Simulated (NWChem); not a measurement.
Molecule: ammonia (NH₃); SMILES N

```xyz
4

N      0.0000     0.0000     0.1388
H      0.6618     0.6618    -0.2664
H      0.2422    -0.9040    -0.2664
H     -0.9040     0.2422    -0.2664
```
Atoms are numbered in this order, from 1.

Results from NWChem. All runs use the structure optimised with PBE0/def2-SVP. No frequency run checked for a minimum. GIAO values for the isolated, static molecule; σ is the absolute isotropic shielding.

Question: What does the run give for PBE0/x2c-SVPall-s, scalar ZORA without spin-orbit coupling? Quantities: σ N1 (ppm); σ H2 (ppm).

Answer: 
```json
{
  "σ N1 (ppm)": "264.9",
  "σ H2 (ppm)": "31.72"
}
```
